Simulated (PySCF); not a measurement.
**Working out the ionisation energy of Pd**

Pd [Kr] 4d10 (1S) → Pd⁺ [Kr] 4d9 (2D). Calculation: PySCF 2.14, in x2c-TZVPPall (8s6p6d2f1g, 79 functions); the spin-free X2C one-electron Hamiltonian (Gaussian nucleus). Frozen: [Ar] 3d10. Energies in hartree (1 hartree = 27.21139 eV):

```csv
part,Pd (lower),Pd⁺ (upper)
UHF,-5042.741768,-5042.511473
MP2 opposite-spin,-0.442635,-0.386965
MP2 same-spin,-0.220361,-0.185196
```

Question: What does Hartree-Fock give?

Answer: (-5042.511473) − (-5042.741768) = 0.230295 hartree = 6.267 eV.

Question: What do MP2 and SCS-MP2 (6/5 opposite-spin, 1/3 same-spin) give?

Answer: The opposite-spin parts differ by 1.515 eV and the same-spin parts by 0.957 eV. MP2: 6.267 + (1.515) + (0.957) = 8.739 eV. SCS-MP2: 6.267 + 1.2 × (1.515) + (0.957)/3 = 8.404 eV.

Measured between the centres of the two terms (NIST): 8.512 eV, so MP2 (valence and next inner shell) is off by 0.227 eV.

What remains against the reference includes basis incompleteness, the frozen core and correlation beyond second order.
